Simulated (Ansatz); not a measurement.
`F[Si](F)(F)Br` + HCl → `F[Si](F)(Cl)Br` + H–F at 298.15 K and 1 bar (ligand exchange at the Si–F bond).

Calculated with Ansatz (gas phase, PBE0-D4/def2-TZVP geometries, no zero-point term in ΔE). CCSD(T)/CBS is the MP2 limit (def2-TZVPP, def2-QZVPP) plus CCSD(T) − MP2 in def2-TZVPP, frozen cores. This one scheme is used for every species. For Br outer-core shells are correlated without core-valence functions, which leaves a few kJ/mol of doubt a bond. Scalar relativity is left out up to krypton.

| species | CCSD(T)/CBS energy (Eh) | H − E (kJ/mol) | S (J/(mol·K)) |
| --- | --- | --- | --- |
| `F[Si](F)(F)Br` | -3162.03492 | 45.3 | 319.4 |
| HCl | -460.38127 | 26.6 | 186.8 |
| `F[Si](F)(Cl)Br` | -3522.00110 | 42.8 | 340.7 |
| H–F | -100.39570 | 33.5 | 173.6 |

H − E and S are ideal-gas, rigid-rotor, harmonic terms from PBE0-D4/def2-TZVP. 1 Eh = 2625.50 kJ/mol, R = 8.31446 J/(mol·K).

Q: By hand: ΔE, ΔH, ΔS and ΔG.

A: ΔE = (-3522.00110) + (-100.39570) − (-3162.03492) − (-460.38127) = 0.01939 Eh = 50.9 kJ/mol. Δ(H − E) = 42.8 + 33.5 − 45.3 − 26.6 = 4.4, so ΔH = 55.3 kJ/mol. ΔS = 340.7 + 173.6 − 319.4 − 186.8 = 8.1 J/(mol·K). ΔG = 55.3 − 298.15 × (8.1)/1000 = 52.9 kJ/mol.

Q: By hand: the equilibrium constant, and the temperature at which ΔG would vanish if ΔH and ΔS stayed fixed.

A: log₁₀ K = −ΔG/(RT ln 10) = -9.3. ΔG = 0 at ΔH/ΔS = 6827 K, far beyond where these terms or the molecules hold.

The number of gas molecules stays the same, so ΔS is small and ΔH decides. A doubt of 5 kJ/mol in ΔE shifts log₁₀ K by 0.9 here. These are equilibria of isolated gas molecules and say nothing of rates. Largest T1 diagnostic: 0.010 (customary marks: 0.02 for closed shells, 0.045 for open ones).
